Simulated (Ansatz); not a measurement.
Species: CsLi, charge 0, multiplicity 1. 
Coordinates optimised at B3LYP-D3(BJ)/def2-TZVP (Ansatz, a program for electronic structure):
SMILES: [Li][Cs]
```xyz
2

Li     0.0000     0.0000    -3.5534
Cs     0.0000     0.0000     0.1938
```
Charge 0, spin multiplicity 1.

Basis-set convergence of Hartree-Fock and MP2 correlation energies (hartree) with Ansatz. Valence correlation only, unless marked. Spin-orbit coupling is left out. Frozen are the shells of the preceding noble gas and the d and f shells that filled before the atom's block. The outer core of K, Ca and their heavier congeners is not correlated, a term that matters for these elements. In def2 rows, elements after Kr have scalar-relativistic effective core potentials.

The Hartree-Fock reference is unstable (checked in the largest basis), which strains HF and MP2. The T1 diagnostic of CCSD in the largest basis is 0.036, which is high, so the coupled-cluster rows are less sure than usual.

```json
[
 {"basis": "def2-SVP", "functions": "33", "E(HF)": "-27.27794", "E(corr, MP2)": "-0.01443"},
 {"basis": "def2-TZVPP", "functions": "55", "E(HF)": "-27.28642", "E(corr, MP2)": "-0.01655"},
 {"basis": "def2-QZVPP", "functions": "97", "E(HF)": "-27.28688", "E(corr, MP2)": "-0.01864"}
]
```

Extrapolating the two largest sets (X = 3 and 4) as X^-3: E(corr) = (64·(-0.01864) - 27·(-0.01655))/37 = -0.0202 Eh, an estimate of the basis-set limit. The largest set recovers 92.4 % of it, the smallest 71.6 %.
